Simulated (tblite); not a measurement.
Species: C7H10F3O (charge -1).
Geometry (GFN2-xTB, Å), atoms numbered from 1 in this order:
```xyz
21
C7H10F3O angstrom
C      2.3701   -0.5350    0.3707
C      1.4959   -0.9145   -0.8734
O      1.1423   -2.1681   -0.9266
C      0.2817    0.1350   -0.9400
C     -0.6768    0.0325    0.2522
C     -1.3568   -1.3338    0.2459
C     -1.6417    1.1692    0.1476
F     -2.5801    1.0913   -0.8321
C     -1.6034    2.3098    0.8383
F     -0.7666    2.5438    1.8621
F     -2.3648    3.4044    0.6269
H      2.5402    0.5405    0.4338
H      1.8864   -0.8824    1.2811
H      3.3311   -1.0401    0.2901
H      2.1166   -0.5832   -1.7758
H     -0.2716   -0.0731   -1.8577
H      0.7008    1.1442   -1.0028
H     -0.1106    0.1681    1.1771
H     -0.5760   -2.0548   -0.0247
H     -2.1379   -1.3660   -0.5106
H     -1.7877   -1.5710    1.2176
```

Method: GFN2-xTB as coded in tblite; computed harmonic values from a numerical Hessian at the method's own geometry, unscaled. This tight-binding method is rough: wavenumbers can miss measured ones by several per cent, in bad cases by 10 to 20. One conformer, not necessarily the lowest.

Harmonic wavenumbers (cm⁻¹): 39.3, 47.4, 91.3, 106.5, 156.6, 193.7, 211.1, 220.3, 251.0, 289.4, 300.0, 345.8, 369.9, 407.1, 435.8, 483.6, 501.2, 540.2, 606.5, 733.8, 762.2, 841.3, 918.9, 926.1, 999.8, 1005.7, 1026.6, 1049.5, 1081.2, 1129.5, 1145.5, 1186.1, 1200.3, 1219.2, 1271.7, 1284.9, 1306.5, 1315.3, 1353.7, 1361.6, 1393.5, 1472.6, 1472.7, 1492.3, 1496.4, 1523.7, 1726.9, 2290.3, 2879.3, 2922.4, 2960.3, 2965.5, 2979.4, 3004.9, 3008.1, 3020.7, 3031.6.

A = 1857, B = 580.9, C = 501.2 MHz; mass 167.068 u (most abundant isotopes); point group C1, symmetry number 1.

Problem. Zero-point energy?

Solution. Half the sum of the wavenumbers: 34178 cm⁻¹ = 408.86 kJ/mol.

Problem. Entropy at 273.15 K, 1 bar (ideal gas, RRHO, classical rotation)?

Solution. Translation 170.87, rotation 127.63, vibration 148.82: S = 447.3 J/(mol K).

Problem. And Cp and H(273.15 K) − H(0)?

Solution. Cp = 181.74 J/(mol K), of which vibrations give 148.49 (their classical limit is 57 R = 473.9); H(273.15 K) − H(0) = 30.42 kJ/mol without the zero-point energy, 21.33 from vibrations.

Problem. How do the functions run with temperature in this model?

Solution. 
```json
{"T (K)": "100", "S (J/(mol K))": "313.8", "Cp (J/(mol K))": "94.0", "H − H(0) (kJ/mol)": "6.17", "G − H(0) (kJ/mol)": "-25.21", "ln q(vib)": "2.44"}
{"T (K)": "200", "S (J/(mol K))": "396.3", "Cp (J/(mol K))": "147.5", "H − H(0) (kJ/mol)": "18.37", "G − H(0) (kJ/mol)": "-60.88", "ln q(vib)": "5.96"}
{"T (K)": "300", "S (J/(mol K))": "464.9", "Cp (J/(mol K))": "194.2", "H − H(0) (kJ/mol)": "35.46", "G − H(0) (kJ/mol)": "-104.02", "ln q(vib)": "9.42"}
{"T (K)": "500", "S (J/(mol K))": "584.5", "Cp (J/(mol K))": "277.5", "H − H(0) (kJ/mol)": "83.01", "G − H(0) (kJ/mol)": "-209.27", "ln q(vib)": "16.02"}
{"T (K)": "800", "S (J/(mol K))": "734.3", "Cp (J/(mol K))": "358.6", "H − H(0) (kJ/mol)": "179.55", "G − H(0) (kJ/mol)": "-407.89", "ln q(vib)": "25.12"}
{"T (K)": "1000", "S (J/(mol K))": "818.2", "Cp (J/(mol K))": "392.9", "H − H(0) (kJ/mol)": "254.90", "G − H(0) (kJ/mol)": "-563.33", "ln q(vib)": "30.66"}
```

q(vib) and H(0) count from the zero-point level.

Problem. What must be added to the electronic energy to get the Gibbs energy at 273.15 K and 1 bar?

Solution. ZPE + [H(273.15 K) − H(0)] − T·S = 408.86 + 30.42 − 122.18 = 317.10 kJ/mol.

Hindered rotation and anharmonicity are outside this model. Other conformers, if any are populated, would add a mixing term that is left out. The structure is chiral; the term R ln 2 for an equal mix with its mirror image is left out.
